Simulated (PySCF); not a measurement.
C2H8BN, CH6BN (calculated)

All values are calculated (PySCF 2.14.0). Calculation on a computer-drawn molecule: the log of a Hartree-Fock and frozen-core CCSD(T) single point meant for a local Hartree-Fock minimum, with one planted fault or none, to be diagnosed. Offsets are logged minus clean, where the clean run is the same molecule without the fault. The reference is restricted for singlets and unrestricted otherwise, and also for a bond in bohr or an excited solution. Adding or removing an electron swaps singlet and doublet. The excited solution moves the top pair (singlet) or top alpha electron (doublet) to the lowest empty orbital. Highest occupied and lowest empty are orbital energies over both spins, largest force is the largest gradient component, triples share is (T) over the correlation energy, the T1 limit is 0.02 restricted and 0.045 unrestricted, electrons count all cores, a negative frequency is imaginary (commonest isotopes), and the dipole is about the centre of nuclear charge.

Common to all runs: meant charge 0; meant multiplicity 1; meant basis cc-pVDZ; logged SCF converged yes; logged CC converged yes; logged SCF stable within its kind yes; possible faults no fault, one electron removed, one electron added, multiplicity raised by two, geometry at a saddle point, SCF held on an excited solution, minimal basis STO-3G, one bond length entered in bohr, all coordinates scaled.

```yaml
- entry: 1
  formula: C2H8BN
  logged_structure:
    atoms_angstrom:
      - [C, -1.0351, 1.1386, 1.6616]
      - [B, -0.6321, -0.299, 1.4482]
      - [C, 0.6409, -0.7098, 0.7408]
      - ["N", 0.2593, -0.9352, -0.6053]
      - [H, -0.8232, 1.3497, 2.6709]
      - [H, -2.0584, 1.3107, 1.5398]
      - [H, -0.496, 1.8274, 1.0894]
      - [H, -1.3616, -1.1352, 1.7695]
      - [H, 1.3902, 0.0179, 0.7407]
      - [H, 1.0699, -1.5905, 1.1003]
      - [H, -0.4203, -1.615, -0.6574]
      - [H, -0.1174, -0.139, -0.9935]
  given:
    logged_electrons: 32
    logged_basis_functions: 96
    logged_spin_squared: 0.0
    "logged_highest_occupied [eV]": -9.8965
    "logged_lowest_empty [eV]": 3.3939
    "logged_largest_force [hartree/bohr]": 0.039179
    logged_T1_diagnostic: 0.01218
    logged_D1_diagnostic: 0.051327
    logged_triples_share: 0.025866
    "logged_dipole_magnitude [debye]": 1.0714
    "logged_energy_HF [hartree]": -159.49648
    "logged_energy_CCSD(T) [hartree]": -160.10593
    drawn_bonds_atom: [1, 2, 3, 1, 1, 1, 2, 3, 3, 4, 4]
    drawn_bonds_other_atom: [2, 3, 4, 5, 6, 7, 8, 9, 10, 11, 12]
    drawn_bonds_order: [1, 1, 1, 1, 1, 1, 1, 1, 1, 1, 1]
  results:
    planted_fault: "all coordinates scaled, by -4.4 %"
    "HF_energy_offset_from_clean_run [kcal/mol]": 14.11
    "CCSD(T)_energy_offset_from_clean_run [kcal/mol]": 19.71
- entry: 2
  formula: CH6BN
  logged_structure:
    atoms_angstrom:
      - [C, -0.218, 0.4191, 1.1008]
      - [B, 1.0974, -0.4633, 1.1279]
      - ["N", 1.7812, -0.7486, 2.3084]
      - [H, -0.5352, 0.7754, 2.0857]
      - [H, -1.0462, -0.1493, 0.663]
      - [H, -0.0745, 1.2923, 0.4545]
      - [H, 1.5462, -0.9179, 0.1041]
      - [H, 1.4881, -0.4178, 3.2045]
      - [H, 2.6106, -1.303, 2.3367]
  given:
    logged_electrons: 25
    logged_basis_functions: 72
    logged_spin_squared: 0.7605
    "logged_highest_occupied [eV]": 3.1984
    "logged_lowest_empty [eV]": 10.185
    "logged_largest_force [hartree/bohr]": 0.081386
    logged_T1_diagnostic: 0.010192
    logged_D1_diagnostic: 0.041237
    logged_triples_share: 0.025066
    "logged_dipole_magnitude [debye]": 3.1401
    "logged_energy_HF [hartree]": -120.40344
    "logged_energy_CCSD(T) [hartree]": -120.87818
    drawn_bonds_atom: [1, 2, 1, 1, 1, 2, 3, 3]
    drawn_bonds_other_atom: [2, 3, 4, 5, 6, 7, 8, 9]
    drawn_bonds_order: [1, 1, 1, 1, 1, 1, 1, 1]
  results:
    planted_fault: "one electron added"
    "HF_energy_offset_from_clean_run [kcal/mol]": 93.77
    "CCSD(T)_energy_offset_from_clean_run [kcal/mol]": 83.71
  notes: ["highest electron not bound in this basis"]
```
